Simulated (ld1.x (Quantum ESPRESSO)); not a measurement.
# nickel (Ni), TM: configuration errors across variants

ld1.x (Quantum ESPRESSO) 7.5 input, shortened:

```
&input
   title='Ni', zed=28., rel=1, dft='PBE', iswitch=3,
   config='[Ar] 3d8 4s2 4p0'
 /
 &inputp
   pseudotype=2, tm=.true., lloc=2,
   nlcc=.false.
 /
3
3S  1  0   2.00   0.00  1.05  1.05  0.0
3P  2  1   6.00   0.00  1.05  1.05  0.0
3D  3  2   8.00   0.00  1.70  1.70  0.0
 &test
   configts(1)='3s2 3p6 3d8 4s2 4p0'
 /
```

Occupied shells without a wave of their own: 4s. They enter only through the test configuration that unscreens the potential.

All-electron excitation energies from the reference (eV): (1) 3s2 3p6 3d8 4s1 4p0 9.322; (2) 3s2 3p6 3d8 4s0 4p0 26.673; (3) 3s2 3p6 3d7 4s0 4p0 64.140; (4) 3s2 3p6 3d8 4s1 4p1 4.596; (5) 3s2 3p5 3d8 4s2 4p0 79.524; (6) 3s2 3p6 3d8 4s1.5 4p0 3.717; (7) 3s2 3p6 3d8.5 4s1.5 4p0 -1.183.

For the base: The 4s level has no wave, so the channel is fitted at the deeper level alone: the likely source of the large errors.

Errors AE − PS in meV (a dash: test not solved or not reliable):

| change | (1) | (2) | (3) | (4) | (5) | (6) | (7) | bound ghosts |
| --- | --- | --- | --- | --- | --- | --- | --- | --- |
| base | -16 | -296 | -1307 | -345 | +230 | +8.1 | +73 | none |
| wave 3p (bound): rc 1.05 bohr becomes 3p (bound): rc 0.68 bohr | -15 | -290 | -1304 | -347 | +236 | +8.2 | +74 | none |
| wave 3p (bound): rc 1.05 bohr becomes 3p (bound): rc 0.90 bohr | -15 | -294 | -1306 | -346 | +233 | +8.1 | +74 | none |
| wave 3p (bound): rc 1.05 bohr becomes 3p (bound): rc 1.04 bohr | -16 | -296 | -1307 | -345 | +230 | +8.1 | +73 | none |
| wave 3p (bound): rc 1.05 bohr becomes 3p (bound): rc 1.12 bohr | -16 | -297 | -1307 | -344 | +229 | +8.1 | +73 | none |
| wave 3p (bound): rc 1.05 bohr becomes 3p (bound): rc 1.26 bohr | -16 | -296 | -1308 | -346 | +233 | +8.1 | +73 | none |
| wave 3p (bound): rc 1.05 bohr becomes 3p (bound): rc 1.36 bohr | -16 | -295 | -1308 | -350 | +241 | +8.1 | +73 | none |
| wave 3p (bound): rc 1.05 bohr becomes 3p (bound): rc 1.50 bohr | -15 | -293 | -1311 | -361 | +262 | +8.1 | +74 | none |
| wave 3p (bound): rc 1.05 bohr becomes 3p (bound): rc 1.58 bohr | -15 | -292 | -1313 | -371 | +279 | +8.1 | +74 | none |

Question: Give the same row for: wave 3p (bound): rc 1.05 bohr becomes 3p (bound): rc 0.76 bohr.

Answer: -15, -290, -1305, -347, +236, +8.1, +74; bound ghosts: none.
